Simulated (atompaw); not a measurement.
# Xe: one change to a PAW (atompaw) potential, before and after

* Element: Xe
* Generator: atompaw 4.2.0.5
* Type: PAW
* Functional: PBE
* Relativity: scalar-relativistic
* Frozen core: [Kr] 4d10
* Valence charge: 8
* Reference configuration: 5s2 5p6
* Partial waves: 5s (bound): rc 1.65 bohr; 5s channel at 1 Ry: rc 1.65 bohr; 5p (bound): rc 1.65 bohr; 5p channel at 1.2 Ry: rc 1.65 bohr
* Local potential: bessel scheme, radius 1.50 bohr
* Core correction: smooth core density matched at 1.65 bohr
* Augmentation charge: sinc compensation charge, radius 1.30 bohr; PAW radius 1.65 bohr; waves and projectors: custom polynom2 7 10 vanderbiltortho

Change: reference 5s2 5p4.

Cutoffs: the cutoffs (Ry, on a coarse ladder) from which the occupation-weighted sum of valence levels, in a spherical-Bessel basis at the reference potential, stays within 10 and 1 mRy of its value at 400 Ry; they do not see the model core or the augmentation charge, which bear on the density cutoff.

**Question.** What does the change do?

**Answer.** The potential gets softer (21 Ry and 30 Ry → 21 Ry and 25 Ry); both files keep a bound ghost (d); the range in which the p phases agree widens (upper end 2.7 → 4.2).

| quantity | base | changed |
| --- | --- | --- |
| cutoff, loose | 21 Ry | 21 Ry |
| cutoff, tight | 30 Ry | 25 Ry |
| loose cutoff by channel (10 mRy a level) | s 15 Ry, p 6 Ry | s 15 Ry, p 12 Ry |
| bound ghosts | d | d |
| s: phases at 1.66 bohr within 0.05 rad from the reference energy up to (Ry; the scan ends near 5) | 1.4 | 1.4 |
| p: phases at 1.66 bohr within 0.05 rad from the reference energy up to (Ry; the scan ends near 5) | 2.7 | 4.2 |
| lowest overlap eigenvalue by channel | s 0.13, p 0.27 | s 0.11, p 0.23 |

 A true bound ghost makes a file unfit for plane-wave use even where its test errors are small: the radial tests pick states by their node count and pass the ghost by. The cutoffs see the waves, projectors and local potential, not the compensation charge or the core.
